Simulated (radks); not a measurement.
Pr+, configuration [Xe] 4f3 6s1 (the NIST ground configuration). Calculated with a radial shooting solver on a logarithmic mesh with Libxc functionals: Dirac Kohn-Sham, LDA (Slater exchange, Perdew-Wang correlation), spin-unpolarised, spherical densities, finite nucleus; open shells are shared between the two j in proportion to 2j + 1; Fermi nuclear charge, rms radius 4.8919 fm. Some entries of the table are withheld. Estimate them.

| orbital | occ. | eigenvalue (eV) | r(max) (bohr) |
|---|---|---|---|
| 1s1/2 | 2 | -41738.11 | 0.01543 |
| 2s1/2 | 2 | -6717.919 | 0.08749 |
| 2p1/2 | 2 | -6352.690 | 0.06651 |
| 2p3/2 | 4 | -5871.063 | 0.07187 |
| 3s1/2 | 2 | (1) | 0.2496 |
| 3p1/2 | 2 | -1297.610 | 0.2362 |
| 3p3/2 | 4 | -1202.237 | 0.2478 |
| 3d3/2 | 4 | -929.2400 | 0.1985 |
| 3d5/2 | 6 | -908.6603 | 0.2017 |
| 4s1/2 | 2 | -293.1263 | 0.5794 |
| 4p1/2 | 2 | -234.8321 | 0.5875 |
| 4p3/2 | 4 | -214.1653 | 0.6126 |
| 4d3/2 | 4 | -118.2611 | 0.6311 |
| 4d5/2 | 6 | -114.6379 | 0.6394 |
| 5s1/2 | 2 | -45.0115 | 1.351 |
| 5p1/2 | 2 | -29.4305 | (2) |
| 5p3/2 | 4 | -26.5895 | (3) |
| 6s1/2 | 1 | -8.3260 | 3.574 |
| 4f5/2 | 1.28571 | -7.4867 | (4) |
| 4f7/2 | 1.71429 | -7.1414 | (5) |

Answer. 
(1) 3s1/2 eigenvalue (eV): -1453.380
(2) 5p1/2 r(max) (bohr): 1.482
(3) 5p3/2 r(max) (bohr): 1.556
(4) 4f5/2 r(max) (bohr): 0.6900
(5) 4f7/2 r(max) (bohr): 0.6955
